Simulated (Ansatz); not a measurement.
Relaxation of Cl2GeH2 (5 atoms, charge 0, multiplicity 1), to a largest force component of 0.02 eV/Å in at most 40 steps.

All numbers below come from RKS r2SCAN-D4/def2-SVP (Ansatz 0.2.0).

```xyz
5
Properties=species:S:1:pos:R:3
Ge 0.000 0.000 0.000
Cl 0.000 0.000 2.220
Cl 2.094 0.000 -0.739
H -0.730 1.265 -0.516
H -0.730 -1.265 -0.516
```

Q: Where does it end, and by what steps?

A: The run converged. After 3 steps the energy has fallen by 0.106 eV; Cl3 moved furthest, 0.08 Å.

```tsv
step	energy less start (eV)	largest force component (eV/Å)	accepted
0	0.0000	1.074	yes
1	-0.0933	0.268	yes
2	-0.1057	0.043	yes
3	-0.1060	0.008	yes
```

```xyz
5
Properties=species:S:1:pos:R:3
Ge -0.019 0.000 -0.014
Cl -0.002 0.000 2.140
Cl 2.017 0.000 -0.715
H -0.681 1.295 -0.482
H -0.681 -1.295 -0.482
```

Whether the end is a true minimum wasn't checked by a vibrational analysis.

Time of the run: 12 s on 2 threads of Arm Neoverse V1, with other jobs on the host, peak memory 0.16 GiB.
